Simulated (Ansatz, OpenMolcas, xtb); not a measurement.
**GeSiH3ClO (SMILES Cl[SiH]1[O][GeH2]1): the HOMO–LUMO gap, rung by rung**

The species is GeSiH3ClO (7 atoms), meant as a singlet with charge 0. SMILES: `Cl[SiH]1[O][GeH2]1`. The shape is that of a PBE0-D4/def2-TZVP optimisation.

Each level gives the HOMO–LUMO gap (eV). The values are calculated.

```csv
level,kind,program,value (eV),CPU time
GFN1-xTB,semi-empirical,xtb,3.80,under 2 s
HF/6-31G* (spherical functions),Hartree–Fock,OpenMolcas,11.51,18 s
SVWN5/6-31G* (spherical functions),LDA,Ansatz,3.91,6.4 s
PBE/6-31G* (spherical functions),GGA,Ansatz,3.97,8.9 s
M06-L/6-31G* (spherical functions),meta-GGA,OpenMolcas,4.45,47 s
BHLYP/6-31G* (spherical functions),global hybrid,Ansatz,7.72,12 s
M06-2X/6-31G* (spherical functions),hybrid meta-GGA,OpenMolcas,7.68,61 s
r2SCAN0/6-31G* (spherical functions),hybrid meta-GGA,Ansatz,6.15,19 s
CAM-B3LYP/6-31G* (spherical functions),range-separated hybrid,Ansatz,8.10,13 s
B2PLYP/6-31G* (spherical functions),double hybrid,OpenMolcas,7.94,40 s
```

All-electron rows without a relativistic Hamiltonian named are non-relativistic. The values span 3.80 to 11.51 eV. Orbital gaps aren't excitation energies, and those of double hybrids come from the SCF part alone; they tend to grow with the share of exact exchange. CPU times are rough (shared hosts, several kinds of processor and program).
